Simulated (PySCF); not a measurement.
Species: C₄H₄FNO.
Cartesian coordinates in Å at the GFN2-xTB level; atoms count from 1:
```xyz
11
C4H4FNO angstrom
F     -1.9541    1.3490    0.2959
C     -1.7004    0.0097    0.1535
C     -0.2348   -0.2428    0.0777
C      0.7928    0.6827   -0.2393
C      1.9220   -0.0767   -0.1838
O      1.6054   -1.3336    0.1306
N      0.2709   -1.4302    0.2949
H     -2.1983   -0.3156   -0.7681
H     -2.1425   -0.5059    1.0113
H      0.6855    1.7231   -0.4573
H      2.9587    0.1430   -0.3413
```

A calculation gives these core lines: C 1s: 291.11 (area 1), 292.04 (area 1), 292.53 (area 1), 293.81 (area 1) eV; N 1s: 406.15 eV; O 1s: 540.76 eV; F 1s: 692.97 eV.

Method used: delta-SCF UKS SCAN, pcX-2 on the ionised atom, pcseg-1 elsewhere, spin-free X2C (PySCF 2.14.0). The structure is a single GFN2-xTB conformer in the gas phase; no vibrational or solvent corrections.

Which carbon gives which C 1s line?

291.11 eV: C4 (aromatic CH carbon); 292.04 eV: C3 (substituted aromatic carbon); 292.53 eV: C5 (aromatic CH next to a ring oxygen); 293.81 eV: C2 (sp3 C–F carbon). Lowest listed C 1s: C4, bonded to 2 C (aromatic in the SMILES) and H. Highest, 2.70 eV above it: C2, bonded to F, C and 2 H. The widest gap between neighbouring values is 1.28 eV, between 292.53 and 293.81 eV. Summing the Pauling electronegativity differences to the bonded atoms, each weighted by its formal bond order, gives -0.35 for the lowest site and +0.73 for the highest; the largest sum, +0.99, belongs to C5, 1.28 eV below the top.

Bonded neighbours of each site: F1: C; C2: F, C and 2 H; C3: N (aromatic in the SMILES), C (aromatic in the SMILES) and C; C4: 2 C (aromatic in the SMILES) and H; C5: O (aromatic in the SMILES), C (aromatic in the SMILES) and H; O6: N (aromatic in the SMILES) and C (aromatic in the SMILES); N7: O (aromatic in the SMILES) and C (aromatic in the SMILES).

What is the longest wavelength that can ionise F 1s of F1 vertically?

λ = hc/E = 12398.42 eV Å / 692.97 eV = 17.892 Å.
